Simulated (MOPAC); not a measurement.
Input file for MOPAC: PM7 on C2H6Mg (SMILES [CH3][Mg][CH3]), a point of a bond scan (R = 1.915 Å).

```
PM7 1SCF PRECISE CHARGE=0 THREADS=1
C2H6Mg

Mg     0.00000000 1     0.00000000 1     0.00000000 1
C      1.60710731 1     0.25448728 1    -1.31696069 1
H      2.89654327 1    -1.15062736 1    -1.14453100 1
H      2.13343348 1     1.19696231 1    -1.13802123 1
H      1.27925009 1     0.26303908 1    -2.36086406 1
C     -1.60710731 1    -0.25448728 1     1.31696069 1
H     -2.18217012 1    -1.15639416 1     1.08638648 1
H     -2.30289266 1     0.58903587 1     1.27635089 1
H     -1.27154864 1    -0.34420772 1     2.35457737 1
```

It printed:

```
*******************************************************************************
 **                                                                           **
 **                              MOPAC v23.2.5                                **
 **                                                                           **
 *******************************************************************************
 ** MOPAC's Digital Object Identifier: https://doi.org/10.5281/zenodo.6511958 **
 **                                                                           **
 ** Please cite the open-source release paper for use of this MOPAC version:  **
 ** J. E. Moussa and J. J. P. Stewart (2026)                                  **
 ** MOPAC: An open-source semiempirical molecular orbital program             **
 ** J. Open Source Softw., 11(119), 8025, https://doi.org/10.21105/joss.08025 **
 *******************************************************************************

                              PM7 CALCULATION RESULTS

 *******************************************************************************
 *  PM7        - The PM7 Hamiltonian to be used
 *
 *
 *
 *                 CHARGE ON SYSTEM = 0
 *
 *
 *
 *  PRECISE    - TIGHTER CRITERIA TO BE USED
 *  1SCF       - DO 1 SCF AND THEN STOP
 *  THREADS=1  - MULTI-THREADING NOT USED
 *  T=         - A TIME OF 172800.0 SECONDS REQUESTED
 *  DUMP=N     - RESTART FILE WRITTEN EVERY 7200.0 SECONDS REQUESTED
 *******************************************************************************
PM7 1SCF PRECISE CHARGE=0 THREADS=1
 C2H6Mg

   ATOM   CHEMICAL          X               Y               Z
  NUMBER   SYMBOL      (ANGSTROMS)     (ANGSTROMS)     (ANGSTROMS)

     1      Mg          0.00000000  *   0.00000000  *   0.00000000  *
     2       C          1.60710731  *   0.25448728  *  -1.31696069  *
     3       H          2.89654327  *  -1.15062736  *  -1.14453100  *
     4       H          2.13343348  *   1.19696231  *  -1.13802123  *
     5       H          1.27925009  *   0.26303908  *  -2.36086406  *
     6       C         -1.60710731  *  -0.25448728  *   1.31696069  *
     7       H         -2.18217012  *  -1.15639416  *   1.08638648  *
     8       H         -2.30289266  *   0.58903587  *   1.27635089  *
     9       H         -1.27154864  *  -0.34420772  *   2.35457737  *



          CARTESIAN COORDINATES

    NO.       ATOM           X           Y           Z

     1        Mg          0.0000      0.0000      0.0000
     2         C          1.6071      0.2545     -1.3170
     3         H          2.8965     -1.1506     -1.1445
     4         H          2.1334      1.1970     -1.1380
     5         H          1.2793      0.2630     -2.3609
     6         C         -1.6071     -0.2545      1.3170
     7         H         -2.1822     -1.1564      1.0864
     8         H         -2.3029      0.5890      1.2764
     9         H         -1.2715     -0.3442      2.3546

 General Reference for PM7:
 "Optimization of Parameters for Semiempirical Methods VI: More Modifications to the
 NDDO Approximations and Re-optimization of Parameters", J. J. P. Stewart, J. Mol. Mod., 1:32, 19 (2013)
 https://link.springer.com/article/10.1007/s00894-012-1667-x

           Empirical Formula: C2 H6 Mg  =     9 atoms



      MOLECULAR POINT GROUP   :   Cs


      RHF CALCULATION, NO. OF DOUBLY OCCUPIED LEVELS = 8


 -------------------------------------------------------------------------------
 PM7 1SCF PRECISE CHARGE=0 THREADS=1
 C2H6Mg



     1SCF WAS SPECIFIED, SO BFGS WAS NOT USED
     SCF FIELD WAS ACHIEVED


                              PM7 CALCULATION
                                                       MOPAC v23.2.5 Linux




          FINAL HEAT OF FORMATION =         89.64437 KCAL/MOL =     375.07204 KJ/MOL


          COSMO AREA              =        114.88 SQUARE ANGSTROMS
          COSMO VOLUME            =         92.50 CUBIC ANGSTROMS

          IONIZATION POTENTIAL    =          8.710762 EV
          HOMO LUMO ENERGIES (EV) =         -8.711  1.499
          NO. OF FILLED LEVELS    =          8
          MOLECULAR WEIGHT        =         54.3744         POINT GROUP:  Cs

          MOLECULAR DIMENSIONS (Angstroms)

            Atom       Atom       Distance
            H     8    H     3     5.99343
            H     5    H     9     3.68469
            H     4    H     7     3.08000


          SCF CALCULATIONS        =          1





   ATOM   CHEMICAL          X               Y               Z
  NUMBER   SYMBOL      (ANGSTROMS)     (ANGSTROMS)     (ANGSTROMS)

     1      Mg          0.00000000  *   0.00000000  *   0.00000000  *
     2       C          1.60710731  *   0.25448728  *  -1.31696069  *
     3       H          2.89654327  *  -1.15062736  *  -1.14453100  *
     4       H          2.13343348  *   1.19696231  *  -1.13802123  *
     5       H          1.27925009  *   0.26303908  *  -2.36086406  *
     6       C         -1.60710731  *  -0.25448728  *   1.31696069  *
     7       H         -2.18217012  *  -1.15639416  *   1.08638648  *
     8       H         -2.30289266  *   0.58903587  *   1.27635089  *
     9       H         -1.27154864  *  -0.34420772  *   2.35457737  *

                             CARTESIAN COORDINATES

   1   Mg        0.000000000     0.000000000     0.000000000
   2    C        1.607107310     0.254487280    -1.316960690
   3    H        2.896543270    -1.150627360    -1.144531000
   4    H        2.133433480     1.196962310    -1.138021230
   5    H        1.279250090     0.263039080    -2.360864060
   6    C       -1.607107310    -0.254487280     1.316960690
   7    H       -2.182170120    -1.156394160     1.086386480
   8    H       -2.302892660     0.589035870     1.276350890
   9    H       -1.271548640    -0.344207720     2.354577370


           Empirical Formula: C2 H6 Mg  =     9 atoms



      MOLECULAR POINT GROUP   :   Cs


                  EIGENVALUES
 -23.24088 -20.44268 -12.61300 -12.60871 -12.45527 -10.81917  -9.30760  -8.71076
   1.49866   1.78202   2.01474   4.29333   4.71534   6.77841   6.77973   6.91485
   7.93510   8.41033


              NET ATOMIC CHARGES AND DIPOLE CONTRIBUTIONS

  ATOM NO.   TYPE          CHARGE      No. of ELECS.   s-Pop       p-Pop
    1         Mg           0.864244        1.1358     0.74401     0.39175
    2          C          -0.750264        4.7503     1.13427     3.61599
    3          H           0.099815        0.9002     0.90019
    4          H           0.115681        0.8843     0.88432
    5          H           0.115681        0.8843     0.88432
    6          C          -0.858615        4.8586     1.05454     3.80407
    7          H           0.137848        0.8622     0.86215
    8          H           0.137760        0.8622     0.86224
    9          H           0.137850        0.8622     0.86215
 DIPOLE           X         Y         Z       TOTAL
 POINT-CHG.     0.311    -0.212    -0.055     0.380
 HYBRID        -0.135     0.153    -0.023     0.205
 SUM            0.176    -0.059    -0.078     0.201


          ATOMIC ORBITAL ELECTRON POPULATIONS

     Atom    s        px        py        pz
    1 Mg   0.74401   0.22453   0.01592   0.15130
    2  C   1.13427   1.24844   1.11322   1.25433
    3  H   0.90019
    4  H   0.88432
    5  H   0.88432
    6  C   1.05454   1.33655   1.18271   1.28481
    7  H   0.86215
    8  H   0.86224
    9  H   0.86215

 **********************
 *                    *
 * JOB ENDED NORMALLY *
 *                    *
 **********************




 == MOPAC DONE ==
```

The run finished.

Cost: about 0.03 core-seconds (a rough figure).
